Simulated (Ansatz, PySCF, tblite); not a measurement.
Bond stretch in Mg2, singlet.

Methods: RKS-LDA (SVWN5)/6-31G* = restricted LDA (SVWN5)/6-31G*, spherical d (PySCF); GFN2-xTB, 300 K electronic temperature (tblite); RKS-B3LYP/6-31G* = PySCF 2.14.0 with restricted B3LYP/6-31G*, spherical d; FCI = full CI/aug-cc-pVTZ, frozen core run with Ansatz (an electronic-structure program).

Energies relative to the lowest point of each curve near equilibrium, in kJ/mol; the last columns give the difference from FCI:

| R / Å | RKS-LDA (SVWN5)/6-31G* | GFN2-xTB | RKS-B3LYP/6-31G* | FCI | RKS-LDA (SVWN5)/6-31G* − FCI | GFN2-xTB − FCI | RKS-B3LYP/6-31G* − FCI |
|---|---|---|---|---|---|---|---|
| 2.70 | 32.2 | 17.1 | 46.5 | 46.8 | -14.6 | -29.7 | -0.3 |
| 2.90 | 13.0 | 3.2 | 23.8 | 23.8 | -10.8 | -20.6 | -0.1 |
| 3.06 | 5.0 | 0.0 | 13.1 | 13.2 | -8.2 | -13.2 | -0.1 |
| 3.27 | 0.6 | 2.7 | 5.4 | 5.6 | -4.9 | -2.9 | -0.2 |
| 3.43 | 0.0 | 7.1 | 2.4 | 2.5 | -2.5 | 4.5 | -0.2 |
| 3.49 | 0.2 | 9.3 | 1.6 | 1.8 | -1.6 | 7.5 | -0.2 |
| 3.60 | 0.9 | 14.4 | 0.7 | 0.9 | 0.0 | 13.6 | -0.1 |
| 3.71 | 1.9 | 20.3 | 0.2 | 0.3 | 1.5 | 20.0 | -0.1 |
| 3.83 | 3.2 | 27.1 | 0.0 | 0.1 | 3.2 | 27.1 | 0.0 |
| 3.98 | 5.1 | 36.0 | 0.0 | 0.0 | 5.1 | 36.0 | 0.0 |
| 4.24 | 8.3 | 51.4 | 0.3 | 0.3 | 8.0 | 51.1 | 0.0 |
| 4.52 | 11.4 | 66.6 | 0.7 | 1.0 | 10.4 | 65.6 | -0.2 |
| 4.80 | 13.8 | 79.3 | 1.1 | 1.7 | 12.1 | 77.6 | -0.6 |
| 5.36 | 17.1 | 97.2 | 1.5 | 2.9 | 14.2 | 94.3 | -1.4 |
| 5.94 | 19.0 | 107.4 | 1.6 | 3.8 | 15.2 | 103.6 | -2.1 |
| 6.38 | 19.7 | 111.4 | 1.6 | 4.2 | 15.5 | 107.2 | -2.6 |
| 7.09 | 20.3 | 114.3 | 1.6 | 4.6 | 15.7 | 109.7 | -3.0 |
| 7.85 | 20.6 | 115.4 | 1.6 | 4.8 | 15.8 | 110.6 | -3.3 |
| 8.84 | 20.7 | 115.8 | 1.5 | 4.9 | 15.8 | 110.8 | -3.4 |
| 9.85 | 20.7 | 115.9 | 1.5 | 5.0 | 15.7 | 110.9 | -3.5 |
| 10.88 | 20.7 | 115.9 | 1.5 | 5.0 | 15.7 | 110.9 | -3.5 |

RKS-LDA (SVWN5)/6-31G* is furthest from FCI at 7.85 (15.8 kJ/mol, above); its mean absolute difference over the points is 9.8 kJ/mol.

GFN2-xTB is furthest from FCI at 10.88 (110.9 kJ/mol, above); its mean absolute difference over the points is 58.4 kJ/mol.

RKS-B3LYP/6-31G* is furthest from FCI at 10.88 (-3.5 kJ/mol, below); its mean absolute difference over the points is 1.2 kJ/mol.
